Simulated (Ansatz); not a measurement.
Start from `[CH3][Ge][Cl]` and change one atom or group to get `[NH2][Ge][Cl]`.

Ansatz, PBE0-D4/def2-TZVP geometries, multiplicity 1. Each molecule was computed in one conformer, which needn't be the lowest.

Scalar relativity is left out up to krypton.

```
                                                                                  property  `[CH3][Ge][Cl]`
                                                     HOMO–LUMO gap (B3LYP/def2-TZVPP) / eV             3.79
                                          size of the dipole moment (B3LYP/def2-TZVPP) / D             2.20
ideal-gas entropy at 298 K and 1 bar (rigid rotor, harmonic PBE0-D4/def2-TZVP) / J/(mol·K)              310
                                            zero-point energy (PBE0-D4/def2-TZVP) / kJ/mol             95.2
                                                         HOMO energy (PBE/def2-TZVPP) / eV            -5.76
                                                         LUMO energy (PBE/def2-TZVPP) / eV            -3.42
```

**Question.** Give the same properties after the change, and the shifts. (An estimate is asked.)

**Answer.** The calculation gave: 
| property | `[NH2][Ge][Cl]` | shift |
| --- | --- | --- |
| HOMO–LUMO gap (B3LYP/def2-TZVPP) / eV | 5.33 | 1.54 |
| size of the dipole moment (B3LYP/def2-TZVPP) / D | 2.86 | 0.66 |
| ideal-gas entropy at 298 K and 1 bar (rigid rotor, harmonic PBE0-D4/def2-TZVP) / J/(mol·K) | 297 | -13 |
| zero-point energy (PBE0-D4/def2-TZVP) / kJ/mol | 70.5 | -24.7 |
| HOMO energy (PBE/def2-TZVPP) / eV | -6.40 | -0.64 |
| LUMO energy (PBE/def2-TZVPP) / eV | -2.54 | 0.88 |

With PBE0 the HOMO falls by 0.68 eV and the LUMO rises by 0.83 eV, so the gap widens by about 1.51 eV. PBE moves the HOMO by -0.64 eV and ωB97M-V by -0.71 eV. The zero-point energy changes by -24.7 kJ/mol with -3 modes. Dipoles are sizes alone; their direction can turn.

B3LYP here is the variant with VWN-RPA as its local correlation; programs differ in this.
